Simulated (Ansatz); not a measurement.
Basis-set extrapolation for CH5NOSi (`O/C=N/[SiH3]`) (PBE0-D4/def2-TZVP geometry, frozen core, Ansatz 0.2.0). Multiplicity 1, RHF reference.

|  | def2-TZVPP | def2-QZVPP |
| --- | --- | --- |
| HF | -459.120651 | -459.137774 |
| MP2 correlation | -0.722497 | -0.775688 |
| CCSD(T) correlation | -0.782759 | not run |

Energies in hartree. Use E(X) = E(∞) + A·exp(−7.88·√X) for Hartree–Fock and E(X) = E(∞) + B·X^(−2.97) for correlation, with X = 3 and 4, and add CCSD(T) minus MP2 of the smaller set to the MP2 limit.

Task: What is the CCSD(T) energy at the basis-set limit?

Result: HF limit: -459.137774 + (-0.017123) × 0.13774 = -459.14013. MP2 limit: -0.775688 + (-0.053191) × 0.74074 = -0.81509. Higher-order term: -0.782759 − (-0.722497) = -0.06026. Total: -460.01548 hartree, 294.2 kJ/mol below CCSD(T)/def2-TZVPP.
